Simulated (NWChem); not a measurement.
System: ScH₂O₂Cl; SMILES [OH][Sc]([OH])[Cl]

```xyz
6

Sc    -0.0016    -0.3818     0.0000
Cl    -0.0044     1.9446     0.0000
O      1.5693    -1.3531     0.0000
H      2.5100    -1.5846     0.0000
O     -1.6131    -1.3075     0.0000
H     -2.0505    -2.1728     0.0000
```
Atoms are numbered in this order, from 1.

Computed with NWChem. The geometry was optimised at PBE-D3(BJ)/def2-SVP. Total energies compare along this basis series because the functional is fixed.

| level | basis functions | energy (Ha) | highest occupied level (eV) | orbital gap (eV) | dipole (D) |
|---|---|---|---|---|---|
| PBE/pcseg-1 | 87 | -1372.0832 | -7.01 | 3.99 | ___ |
| PBE/aug-pcseg-1 | 138 | -1372.1016 | -7.09 | 4.03 | 3.55 |
| PBE/pcseg-2 | 178 | -1372.3242 | -7.03 | 4.08 | 3.64 |
| PBE/STO-3G | 39 | -1357.4014 | -4.30 | 4.37 | 3.84 |
| PBE/def2-SVP | 87 | -1371.8448 | -6.50 | 3.94 | 3.72 |

Problem. Complete the blanks.

Solution. 
- PBE/pcseg-1, dipole (D): 4.06
